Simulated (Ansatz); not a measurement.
Calculated with Ansatz (gas phase, PBE0-D4/def2-TZVP geometries, no zero-point term in ΔE). CCSD(T)/CBS is the MP2 limit (def2-TZVPP, def2-QZVPP) plus CCSD(T) − MP2 in def2-TZVPP, frozen cores. This one scheme is used for every species. Functionals use def2-TZVPP. Elements past krypton have def2 core potentials. For Sn outer-core shells are correlated without core-valence functions, which leaves a few kJ/mol of doubt a bond. One conformer a species, not always the lowest.

Consider the silylene loss: `C[O][SnH]([Cl])[O][SiH3]` → `C[O][SnH]([OH])[Cl]` + `[SiH2]`.

| level | ΔE (kJ/mol) |
| --- | --- |
| r2SCAN-D4 | 357.2 |
| ωB97M-V | 335.2 |
| B2PLYP | 336.8 |
| PBE | 318.3 |
| SCS-MP2/def2-TZVPP | 348.8 |
| CCSD/def2-TZVPP | 333.5 |
| HF/def2-QZVPP | 341.7 |
| MP2/CBS(def2) | 364.5 |

Question: What does CCSD(T)/CBS give? (Best estimate.)

Answer: Ansatz gave: +343.1 kJ/mol. The listed levels differ from it by 14.1, -7.9, -6.3, -24.8, 5.7, -9.6, -1.4, 21.4 kJ/mol.

Largest T1 diagnostic among the species: 0.014.

From PBE to PBE0 (25 % exact exchange), in def2-TZVPP and without D4, ΔE moves by +15.3 kJ/mol. The D4 term adds +16.5 kJ/mol with B3LYP and +9.5 kJ/mol with PBE0; it sums over pairs of atoms, weighted by their polarisabilities, and B3LYP, whose exchange is more repulsive, gets the larger term.

B3LYP here is the variant with VWN-RPA as its local correlation; programs differ in this.
